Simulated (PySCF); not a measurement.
**Sulfur: a sound run and one with changed settings**

Sound run: S+ [Ne] 3s2 3p3, S(2+) [Ne] 3s2 3p2. All numbers are calculated (PySCF 2.14, scalar relativity by spin-free X2C-1e, in jorge-DZP-DKH). In the sound run the correlated levels freeze [Ne]. The sound run starts from symmetry-adapted Hartree-Fock orbitals and uses a fine grid where one is needed.

Changed run: initial guess 1e, at most 8 SCF cycles. This setting is unsound on purpose.

```tsv
species	method	sound run (hartree)	changed run (hartree)	converged
S+	UHF	-398.23898	-398.23898	yes
S+	M06-L	-398.80113	-398.80113	yes
S+	MN15	-398.89623	-398.89623	yes
S+	MP2	-398.30897	-398.30897	yes
S+	CCSD(T)	-398.32828	-398.32828	yes
S(2+)	UHF	-397.40398	-397.40398	yes
S(2+)	M06-L	-397.94196	-397.94196	yes
S(2+)	MN15	-398.03649	-398.03649	yes
S(2+)	MP2	-397.45765	-397.45765	yes
S(2+)	CCSD(T)	-397.47976	-397.47976	yes
```

Ionisation energy of S+:

| method | sound run (eV) | changed run (eV) |
| --- | --- | --- |
| UHF | 22.721 | 22.721 |
| M06-L | 23.379 | 23.379 |
| MN15 | 23.395 | 23.395 |
| MP2 | 23.166 | 23.166 |
| SCS-MP2 | 23.008 | 23.008 |
| CCSD | 23.086 | 23.086 |
| CCSD(T) | 23.089 | 23.089 |

Here the setting changes nothing at the digits shown.

For comparison, NIST gives 23.338 eV between the lowest levels.
